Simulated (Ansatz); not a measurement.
Computed with Ansatz on PBE0-D4/def2-TZVP structures; ΔE is electronic, products minus reactants. CBS: MP2 limit from def2 TZ/QZ plus the TZ coupled-cluster correction, frozen cores. This one scheme is used for every species. Functionals use def2-TZVPP. For Ga outer-core shells are correlated without core-valence functions, which leaves a few kJ/mol of doubt a bond. Scalar relativity is left out up to krypton. One conformer a species, not always the lowest.

Reaction (ligand exchange at a Ga–F bond): `[NH2][Ga]([NH2])[F]` + H₂S → `[NH2][Ga]([NH2])[SH]` + H–F

```
               species  BLYP energy (Eh)
 `[NH2][Ga]([NH2])[F]`       -2136.82090
                   H₂S        -399.39936
`[NH2][Ga]([NH2])[SH]`       -2435.73200
                   H–F        -100.48139
```

(1) Work out ΔE.

Largest T1 diagnostic among the species: 0.013.

Results:

(1) ΔE = (-2435.73200) + (-100.48139) − (-2136.82090) − (-399.39936) = 0.00687 Eh = +18.0 kJ/mol. CCSD(T)/CBS gives -3.0 kJ/mol.

From r2SCAN to r2SCAN0 (25 % exact exchange), in def2-TZVPP and without D4, ΔE moves by −3.6 kJ/mol. The D4 term adds −8.1 kJ/mol with B3LYP and −4.5 kJ/mol with PBE0; it sums over pairs of atoms, weighted by their polarisabilities, and B3LYP, whose exchange is more repulsive, gets the larger term. Leaving LDA and LC-ωPBE aside and taking each functional with its dispersion term where it has one, the values, not all of them listed here, spread over 16.5 kJ/mol, from HSE06-D4 to CAM-B3LYP-D4. LDA lies −5.7 kJ/mol from PBE without D4.

B3LYP here is the variant with VWN-RPA as its local correlation; programs differ in this.
